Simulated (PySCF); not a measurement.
## Electronic absorption of C4H14Si2

Compound: C₄H₁₄Si₂.
Structure used (GFN2-xTB), in Å, numbered top down from 1:
```
atom  x, y, z in Å
C1    -2.6983    0.9900    0.0871
C2    -2.1856   -0.2395   -0.6486
C3    -0.6650   -0.2510   -0.7819
Si4    0.2785   -0.3278    0.8683
C5     2.0753   -0.8520    0.5333
Si6    3.0402    0.2264   -0.6945
H7    -2.3343    0.9993    1.1111
H8    -2.3566    1.8969   -0.4070
H9    -3.7861    0.9981    0.1053
H10   -2.5083   -1.1369   -0.1162
H11   -2.6376   -0.2692   -1.6448
H12   -0.3531    0.6377   -1.3343
H13   -0.3799   -1.1079   -1.3965
H14   -0.3617   -1.3081    1.7623
H15    0.2813    0.9792    1.5417
H16    2.0852   -1.8815    0.1747
H17    2.6055   -0.8631    1.4849
H18    2.4838    0.0721   -2.0412
H19    2.9638    1.6342   -0.2970
H20    4.4478   -0.1859   -0.7194
```

Computed with TDDFT B3LYP/def2-SVPD, vertical, gas phase, core orbitals frozen in the response in PySCF.

**Question.** Predict the UV-vis stick spectrum at this level.

**Answer.** 

```csv
state,E (eV),E (hartree),f,|μ| (D),"main configurations (H = HOMO, L = LUMO)"
S1,7.32,0.2690,0.0043,0.39,H→L (94%)
S2,7.49,0.2753,0.0023,0.28,H→L+1 (92%)
S3,7.58,0.2786,0.027,0.98,H-1→L (94%)
S4,7.86,0.2888,0.125,2.04,H-1→L+1 (88%)
S5,8.00,0.2940,0.0013,0.21,"H-2→L (68%), H→L+4 (12%), H→L+3 (9%)"
S6,8.04,0.2956,0.035,1.07,"H→L+2 (34%), H-2→L (25%), H→L+3 (23%)"
S7,8.08,0.2969,0.0029,0.31,"H→L+4 (65%), H→L+2 (27%)"
S8,8.15,0.2994,0.0069,0.47,"H→L+3 (56%), H→L+2 (24%)"
```

Triplets, Tamm–Dancoff:

```json
{"state": "T1", "E (eV)": "7.14", "λ (nm)": "173.7", "main configurations (H = HOMO, L = LUMO)": "H→L (54%), H-1→L (28%), H→L+1 (13%)"}
{"state": "T2", "E (eV)": "7.23", "λ (nm)": "171.5", "main configurations (H = HOMO, L = LUMO)": "H→L+1 (76%)"}
{"state": "T3", "E (eV)": "7.28", "λ (nm)": "170.4", "main configurations (H = HOMO, L = LUMO)": "H-1→L (53%), H→L (35%)"}
```

The lowest singlet lies at 7.32 eV (169 nm, vacuum ultraviolet) and is very weak; its leading configuration is HOMO→LUMO (94%). The most intense listed level is S4 at 7.86 eV (158 nm, f = 0.125), 0.54 eV above S1. Löwdin shares by element: HOMO carbon 52% or more, silicon 19% or more (atoms not listed hold the other 29%); LUMO silicon 40%, carbon 12% or more, hydrogen 8% or more (atoms not listed hold the other 40%). Weighted by f, the mean energy of these states is 7.85 eV. The listed states span 0.83 eV, and the widest gap between neighbours is 0.28 eV (S3 to S4). Orbital energies (eV): HOMO-3 -9.22, HOMO-2 -8.74, HOMO-1 -8.30, HOMO -8.01, LUMO 0.16, LUMO+1 0.35, LUMO+2 0.79. The window holds the lowest 8 singlets.

One conformer stands for the species.
